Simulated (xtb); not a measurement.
B(F)(Br)(Me) (CH₃BBrF), SMILES B(Br)(F)C. All values are semi-empirical tight-binding results from xtb (GFN2-xTB unless named), good for trends rather than for accurate numbers. The structure is a stationary point at GFN2-xTB.

Optimised geometry:

Bond lengths (Å): B1–F2 1.316, B1–Br3 1.880, B1–C4 1.572, C4–H5 1.090, C4–H6 1.091, C4–H7 1.088. Bond angles (°): F2–B1–Br3 115.7, F2–B1–C4 121.6, Br3–B1–C4 122.8, B1–C4–H5 112.0, B1–C4–H6 110.5, B1–C4–H7 112.4, H5–C4–H6 105.8, H5–C4–H7 108.4, H6–C4–H7 107.4.

Computed properties:
| Quantity | Value |
|---|---|
| orbital gap | 4.53 eV |
| zero-point energy | 26.9 kcal/mol |
| G − E(el) at 298.15 K (modified RRHO) | 8.2 kcal/mol |
| static polarisability (D4 model) | 47.7 bohr³ |
| solvation energy, GFN2-xTB/ALPB(water) | -1.2 kcal/mol |
| solvation energy, GFN2-xTB/ALPB(thf) | -4.0 kcal/mol |

Computed atomic charges and the Wiberg bond orders between heavy atoms:
charges (e) B1 0.45, F2 -0.26, Br3 -0.18, C4 -0.20, H5 0.07, H6 0.07, H7 0.05. Bond orders B1–F2 1.11, B1–Br3 1.09, B1–C4 1.05.
